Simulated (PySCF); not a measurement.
## Ionising SnPb

UHF-CCSD(T); basis Sn def2-SVP with ECP28, Pb def2-SVP with ECP60; scalar-relativistic core potentials; PySCF 2.14. Neutral (UHF): triplet (π ↑↑), Re = 2.865 Å, ωe = 161 cm⁻¹, De = 1.83 eV.

SnPb⁺ (UHF): quartet (σ ↑, π ↑↑), Re = 2.893 Å, ωe = 142 cm⁻¹. The energies at the minima are -405.37670 hartree for SnPb and -405.13772 for SnPb⁺.

Work out the adiabatic ionisation energy, without and with harmonic zero-point energies (1 hartree = 27.2114 eV, 1 eV = 8065.5 cm⁻¹), and the change of the bond length.

At UHF-CCSD(T): 0.23898 hartree = 6.503 eV between the minima; the zero-point term (142.0 − 161.0)/2 cm⁻¹ = -0.001 eV makes it 6.502 eV. Re changes by +2.8 pm against the neutral. The electron leaves a σ orbital, and the small change of length marks it as nearly non-bonding.

Correlated steps freeze 8 core orbitals. Correlated levels converge slowly with the basis: in double zeta they bind strong bonds too weakly, by up to about 1 eV, and carry superposition errors of some tenths. These are scalar-relativistic numbers at best; spin–orbit coupling would shift them, the dissociation energy most. States were picked by a PBE0 search and need not be the measured ground states.
